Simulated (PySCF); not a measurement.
Sb(H)2(Me) (CH5Sb), SMILES [CH3][SbH2]. Atoms are numbered in the order given.

```xyz
7

Sb    -0.3260     0.0479     0.0000
H     -0.4867    -1.1383    -1.2226
H     -0.4867    -1.1383     1.2226
C      1.8346    -0.0192     0.0000
H      2.1929    -1.0462     0.0000
H      2.1999     0.4985     0.8866
H      2.1999     0.4985    -0.8866
```
Charge 0, spin multiplicity 1.

Geometry: PBE0-D3(BJ)/def2-TZVP. The def2 effective core potentials stand for the cores of Sb; spin–orbit coupling is left out.

Computed with r2SCAN/def2-TZVPD (PySCF).

The molecule is in vacuum.

Computed frontier levels, gap, dipole moment and polarisability:
```
Quantity                                                                                                        Value
---------------------------------------------------------------------------------------------  ----------------------
highest occupied level                                                                                       -6.27 eV
lowest empty level                                                                                           -0.73 eV
orbital gap                                                                                                   5.54 eV
dipole moment                                                                                                  0.77 D
quadrupole, principal values (traceless, Buckingham form, about the centre of nuclear charge)   -1.87, 0.71, 1.16 D·Å
mean static polarisability                                                                       59.7 bohr³ (8.85 Å³)
polarisability, principal values                                                               55.1, 56.1, 68.0 bohr³
```
